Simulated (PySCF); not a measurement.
SnF3, SMILES [Sn+]([F])([F])[F], charge +1.

The structure is a stationary point at B3LYP-D3(BJ)/def2-SVP. The multiplicity is an assumed one; other spin states were not compared. The isomer is the one that the SMILES or the coordinates give; other isomers of the formula were not compared. The def2 effective core potentials stand for the cores of Sn; spin–orbit coupling is left out.

These are PySCF with PBE/def2-TZVPD values and carry that method's errors.

Gas-phase values at a fixed geometry.

Computed frontier levels, gap, dipole moment and polarisability:
The highest occupied level comes out as -16.77 eV and the lowest empty level is -12.76 eV. The orbital gap comes out as 4.01 eV and the dipole moment about the centre of nuclear charge is 0.00 D. The mean static polarisability is 31.3 bohr³ (4.63 Å³). The polarisability, principal values comes out as 22.0, 35.9, 35.9 bohr³.
